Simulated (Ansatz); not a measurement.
Reaction (hydrogenolysis of the Sn–S bond): `[SH][Sn]([Cl])([Cl])[Cl]` + H₂ → `[Cl][SnH]([Cl])[Cl]` + H₂S

Gas-phase electronic energies from Ansatz, PBE0-D4/def2-TZVP geometries. CBS: MP2 limit from def2 TZ/QZ plus the TZ coupled-cluster correction, frozen cores. This one scheme is used for every species. DFT in def2-TZVPP. Elements past krypton have def2 core potentials. For Sn outer-core shells are correlated without core-valence functions, which leaves a few kJ/mol of doubt a bond. Each species was taken in one conformer, which may not be the lowest.

```
                   species  PBE-QIDH energy (Eh)
`[SH][Sn]([Cl])([Cl])[Cl]`           -1992.80620
                        H₂              -1.17036
     `[Cl][SnH]([Cl])[Cl]`           -1594.78466
                       H₂S            -399.17744
```

Problem. Work out ΔE.

Solution. ΔE = (-1594.78466) + (-399.17744) − (-1992.80620) − (-1.17036) = 0.01446 Eh = +0.39 eV. CCSD(T)/CBS gives +0.45 eV.

Largest T1 diagnostic among the species: 0.011.

In def2-TZVPP, CCSD(T) changes the Hartree–Fock value by +0.21 eV (the triples alone add +0.07 eV) and MP2 by +0.34 eV. From BLYP to BHLYP (50 % exact exchange), in def2-TZVPP and without D4, ΔE moves by −0.08 eV.
